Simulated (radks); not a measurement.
The mean radii <r> (bohr) of the occupied orbitals of an atom or ion are listed with their occupations. Method: scalar-relativistic Kohn-Sham, r2SCAN, spin-polarised, spherical densities, finite nucleus; meta-GGA in the generalised Kohn-Sham scheme; Fermi nuclear charge, rms radius of each element as measured or else 0.836 A^(1/3) + 0.57 fm; computed with a radial shooting solver on a logarithmic mesh with Libxc functionals.

orbital  occ.      <r>
1s down     1  0.05032
1s up       1  0.05032
2s up       1   0.2259
2s down     1   0.2257
2p up       3   0.1983
2p down     3   0.1981
3s up       1   0.6705
3s down     1   0.6725
3p up       3   0.6953
3p down     3   0.6984
3d up       5   0.7656
3d down     3   0.7774

Name the element and its charge. Open shells, if any, are filled with parallel spins first.

Answer. Z = 30, zinc, charge +4: Zn4+ in [Ar] 3d8. The 1s radius gives Z: for a bare nucleus <r> = (2 gamma + 1)/(2Z) with gamma = sqrt(1 - (Z/c)^2), 0.04919 bohr for Z = 30, and screening makes it slightly larger (0.05032 here). The occupations add up to 26, and the charge is Z minus that.
